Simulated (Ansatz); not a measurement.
Two isomers of CH5ClN2Si: A = `N=C(N)[SiH2]Cl`, B = `N[Si]1(Cl)CN1`.

Computed with Ansatz on PBE0-D4/def2-TZVP structures; ΔE is electronic, products minus reactants. CCSD(T)/CBS is the MP2 limit (def2-TZVPP, def2-QZVPP) plus CCSD(T) − MP2 in def2-TZVPP, frozen cores. DFT in def2-TZVPP. B3LYP here is the variant with VWN-RPA as its local correlation; programs differ in this. Each species was taken in one conformer, which may not be the lowest.

Which is lower in electronic energy at CCSD(T)/CBS, and by how much? (An estimate is asked.)

Ansatz gave: B, by 67.3 kJ/mol.

Give E(B) − E(A) in kJ/mol with r2SCAN-D4, B3LYP, HF/def2-TZVPP, MP2/def2-TZVPP, CCSD/def2-TZVPP, PBE-D4, ωB97M-V. (An estimate is asked.)

The calculation gave: r2SCAN-D4 -60.6, B3LYP -46.6, HF/def2-TZVPP -47.5, MP2/def2-TZVPP -72.9, CCSD/def2-TZVPP -64.2, PBE-D4 -48.5, ωB97M-V -66.1. None reverses the order clearly.

Largest T1 diagnostic: 0.013.

From PBE to PBE0 (25 % exact exchange), in def2-TZVPP and without D4, E(B) − E(A) moves by −13.2 kJ/mol. In def2-TZVPP, CCSD(T) changes the Hartree–Fock value by −13.8 kJ/mol (the triples alone add +2.9 kJ/mol) and MP2 by −25.4 kJ/mol.
